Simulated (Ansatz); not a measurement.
```yaml
crystal:
  periodic: [false, false, false]
  atoms:
    - {symbol: Ba, position_ang: [-0.070693, 2.064651, -0.003932]}
    - {symbol: Ba, position_ang: [0.071384, -2.064524, 0.020230]}
    - {symbol: Se, position_ang: [-2.083685, -0.071168, 0.083060]}
    - {symbol: Se, position_ang: [2.082994, 0.071041, -0.099358]}
basis:
  gaussian: {orbitals: def2-SVP}
magnetization: {spin_polarized: true, initial_magnetization: 2}
hamiltonian: {xc: {name: wB97}, pseudopotentials: {relativity: none}}
scf: {omitted_lower_state_checks: [starts]}
output: {forces: true}
```

```sh
$ ansatz run in.yaml --threads 4 --pin off --events-out ev --progress --plain --max-ram 4787MiB
```

Output, abridged:

```
Functional definition: wB97
1218 factors; their error is unknown
358 factors; integrals over basis functions are off by at most 9.4e-5 eV
mean field evaluation 1: about -132077.0092 eV, gradient 1.6e1 eV
mean field evaluation 2: about -132078.8590 eV, gradient 1.1e1 eV
mean field evaluation 4: about -132079.5833 eV, gradient 8.2e-1 eV
mean field evaluation 8: about -132079.6531 eV, gradient 5.2e-2 eV
mean field evaluation 16: about -132079.4453 eV, gradient 1.2e-2 eV
mean field evaluation 32: about -132079.5855 eV, gradient 3.9e-2 eV
mean field -132079.58601719 eV, -4853.8352593727 hartree, gradient 5.9e-8 eV, S^2 2.007449; 0 other end points of the search recorded, 0 dependent functions left out
reference -132079.58601338 eV, -4853.8352592327 hartree; 45, 43 occupied and 79, 81 virtual orbitals, 1218 factors
Total energy: -132079.58601338 eV, -4853.8352592327 hartree
Atom 0 at    -0.070693     2.064651    -0.003932 Å, force    -1.355176     0.753680     0.073982 eV/Å
Atom 1 at     0.071384    -2.064524     0.020230 Å, force    -0.905039    -1.880054     0.082035 eV/Å
Atom 2 at    -2.083685    -0.071168     0.083060 Å, force     0.202891     0.709563    -0.029716 eV/Å
Atom 3 at     2.082994     0.071041    -0.099358 Å, force     2.057325     0.416811    -0.126302 eV/Å
Dipole moment:     0.683989     1.797717    -0.032157 e Å
Checks for a lower state left out: starts
```

Hardware: 4 threads of Arm Neoverse V1 on a shared host. Wall time 90 s, peak host memory 0.82 GiB.

In the def2 sets Ba takes a core potential; there is no spin–orbit coupling.
